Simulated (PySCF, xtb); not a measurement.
Te(OH)(SeH) (H2OSeTe), SMILES [Te](O)[SeH].

GFN2-xTB run with xtb at its own geometry gives an orbital gap of 3.85 eV and a dipole moment of 1.80 D.

The structure is a stationary point at B3LYP-D3(BJ)/def2-SVP. The def2 effective core potentials stand for the cores of Te; spin–orbit coupling is left out. One conformer was computed; it need not be the lowest.

What does ωB97X/def2-TZVPD (PySCF) give? (An estimate is asked for; the answer gives what the named calculation found.)

gap 8.77 eV (levels -8.82 and -0.06 eV), dipole 1.05 D.
